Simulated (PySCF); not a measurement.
H$_{3}$B, SMILES `B` (charge 0, multiplicity 1)

Calculation: TPSSh-D3(BJ)/def2-TZVP // PBE0-D3(BJ)/def2-TZVP (PySCF 2.14.0).

```yaml
HOMO: -9.27 eV
dipole_moment: 0.00 D
HOMO–LUMO gap: 6.96 eV
LUMO: -2.31 eV
total_energy: -26.6252 Ha
cost: very roughly 4 core-seconds
```

Bond lengths (Å): B1–H2 1.193, B1–H3 1.193, B1–H4 1.193. Bond angles (°): H2–B1–H3 120.0, H2–B1–H4 120.0, H3–B1–H4 120.0.
